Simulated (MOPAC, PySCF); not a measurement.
H$_{3}$AlOS$_{2}$, SMILES `[Al]([SH])([SH])[OH]`, neutral singlet in the gas phase. 

Cartesian coordinates (Å):
```xyz
7

O      1.0409    -0.4627     0.9142
Al    -0.2166    -0.0279    -0.1311
S     -0.3708     1.9033    -1.1463
S     -1.7936    -1.4837    -0.4969
H      1.7916     0.0795     1.1560
H      0.7645     2.3826    -0.6076
H     -1.2160    -2.3911     0.3117
```
Charge 0, spin multiplicity 1.

All levels are single points at this geometry (B3LYP-D3(BJ)/def2-TZVP); Pople sets use spherical d functions. Orbital energies aren't observables, and empty levels follow the basis.

AM1 in MOPAC gives HOMO (eV) = -9.54.

Task: Estimate the HOMO (eV) from each of these levels: B3LYP-D3(BJ)/def2-TZVP in PySCF; PBE-D3(BJ)/def2-TZVP in PySCF; BP86/6-31G* in PySCF; PBE/6-31G* in PySCF; SVWN5/6-31G* in PySCF; HF/STO-3G in PySCF; PM6 in MOPAC; PM7 in MOPAC.

Result: 
| level | HOMO (eV) |
|---|---|
| B3LYP-D3(BJ)/def2-TZVP in PySCF | -7.32 |
| PBE-D3(BJ)/def2-TZVP in PySCF | -6.38 |
| BP86/6-31G* in PySCF | -6.37 |
| PBE/6-31G* in PySCF | -6.27 |
| SVWN5/6-31G* in PySCF | -6.35 |
| HF/STO-3G in PySCF | -6.69 |
| PM6 in MOPAC | -9.50 |
| PM7 in MOPAC | -9.93 |
